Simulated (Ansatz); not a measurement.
An input meant for Te3Pb3 (charge 0, singlet; atoms displaced at random, 0.15 Å in each coordinate).

```yaml
crystal:
  periodic: [false, false, false]
  atoms:
    - {symbol: Pb, position_ang: [-2.313463, 1.014070, -0.742829]}
    - {symbol: Pb, position_ang: [0.550337, 0.087262, -2.435606]}
    - {symbol: Pb, position_ang: [0.928274, -0.472525, 1.586749]}
    - {symbol: Te, position_ang: [-1.885037, -0.450886, 1.621742]}
    - {symbol: Te, position_ang: [1.588551, -2.084981, -0.830604]}
    - {symbol: Te, position_ang: [0.980041, 2.188645, 0.219082]}
basis:
  gaussian: {orbitals: def2-TZVP}
hamiltonian: {xc: {name: wB97M-V}, dispersion: d4}
```

```sh
$ ansatz run in.yaml --threads 4 --pin off --events-out ev --progress --plain --max-ram 6963MiB
```

Output, abridged:

```
Error: invalid value for `hamiltonian.dispersion`: no damping is tabulated for this functional; type it, or the functional that lends it
```

(1) What is wrong with this run?

Results:

(1) The program holds no damping parameters for this pairing of functional and dispersion term, so they'd have to be typed (the functional holds VV10 already). The input was rejected before any iteration.
